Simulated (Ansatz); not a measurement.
Compare A (`COC(N)[SiH3]`) with its isomer B (`C[SiH2]NCO`).

Isolated molecules relaxed with PBE0-D4/def2-TZVP in Ansatz; ΔE leaves out vibrations. CCSD(T)/CBS adds triple-zeta CCSD(T) − MP2 to the extrapolated MP2 energy (def2 sets, frozen cores). Functionals use def2-TZVPP. B3LYP here is the variant with VWN-RPA as its local correlation; programs differ in this. Each species was taken in one conformer, which may not be the lowest.

Q: Which isomer does CCSD(T)/CBS put lower? Give the gap. (An estimate is asked.)

A: Ansatz gave: B, by 163.0 kJ/mol.

Q: Give E(B) − E(A) in kJ/mol with PBE-D4, MP2/def2-TZVPP, HF/def2-TZVPP, ωB97M-V, CCSD/def2-TZVPP, r2SCAN-D4, B3LYP-D4. (An estimate is asked.)

A: The calculation gave: PBE-D4 -150.0, MP2/def2-TZVPP -168.0, HF/def2-TZVPP -165.6, ωB97M-V -160.2, CCSD/def2-TZVPP -161.8, r2SCAN-D4 -160.0, B3LYP-D4 -155.4. None reverses the order clearly.

Largest T1 diagnostic: 0.012.

From PBE to PBE0 (25 % exact exchange), in def2-TZVPP and without D4, E(B) − E(A) moves by −7.6 kJ/mol.
